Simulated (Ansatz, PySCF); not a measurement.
Pair of molecules: CHN (SMILES C#N) (first 3 atoms) with GeH4 (SMILES [GeH4]); geometry from B3LYP-D3(BJ)/def2-TZVP, rigid monomers moved along the line of their centres of mass till H3···H8 is 2.58 Å.
(charge 0, multiplicity 1):
```json
[
 {"atom": "C", "x (Å)": "-0.1556", "y (Å)": "-0.0408", "z (Å)": "0.5189"},
 {"atom": "N", "x (Å)": "-0.3097", "y (Å)": "0.4319", "z (Å)": "-0.5140"},
 {"atom": "H", "x (Å)": "-0.0117", "y (Å)": "-0.4775", "z (Å)": "1.4829"},
 {"atom": "Ge", "x (Å)": "0.1441", "y (Å)": "-0.0082", "z (Å)": "5.0627"},
 {"atom": "H", "x (Å)": "-0.5071", "y (Å)": "1.2266", "z (Å)": "4.4241"},
 {"atom": "H", "x (Å)": "-0.7710", "y (Å)": "-0.5858", "z (Å)": "6.1489"},
 {"atom": "H", "x (Å)": "1.5090", "y (Å)": "0.3632", "z (Å)": "5.6546"},
 {"atom": "H", "x (Å)": "0.3507", "y (Å)": "-1.0749", "z (Å)": "3.9689"}
]
```

Interaction energies are E(AB) − E(A) − E(B) at the monomers' geometry in the complex; basis-set methods are counterpoise corrected. Rows marked so take none.

Rows in 3-21G, 6-31G* carry no dispersion term and start afresh at each structure (6-31G* with six Cartesian d functions); the Pople sets are all-electron and without relativity.

Run with Ansatz (Gaussian orbitals); PySCF for 3-21G rows, 6-31G* rows, the dispersion terms. Each number belongs to the level named beside it.

**Question.** One of these levels gives -24.1 meV for the interaction energy. Which?
(A) B3LYP-D3(BJ)/def2-TZVPPD
(B) HF/6-31G*
(C) HF/3-21G (no counterpoise)

**Answer.** C, HF/3-21G (no counterpoise). The others give -7.2 (HF/6-31G*), -37.4 (B3LYP-D3(BJ)/def2-TZVPPD)

Ansatz is a first-principles code.
